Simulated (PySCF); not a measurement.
C6H6O, SMILES C#CC1(C=O)CC1. Geometry optimised at ωB97X-D3(BJ)/def2-SVP. One conformer was computed; it need not be the lowest.

Computed equilibrium geometry at ωB97X-D3(BJ)/def2-SVP (PySCF confirms it by a frequency run) as Cartesian coordinates in Å, and its point group (one conformer of several):
point group Cs.
```xyz
13

C      0.5613    -2.6639     0.0000
C      0.2638    -1.4915     0.0000
C     -0.0618    -0.0783     0.0000
C      1.0990     0.8759     0.0000
O      0.9636     2.0733     0.0000
C     -1.3061     0.4050    -0.7408
C     -1.3061     0.4050     0.7408
H      0.8210    -3.7081     0.0000
H      2.1085     0.3977     0.0000
H     -1.1921     1.3664    -1.2492
H     -1.8772    -0.3611    -1.2709
H     -1.8772    -0.3611     1.2709
H     -1.1921     1.3664     1.2492
```
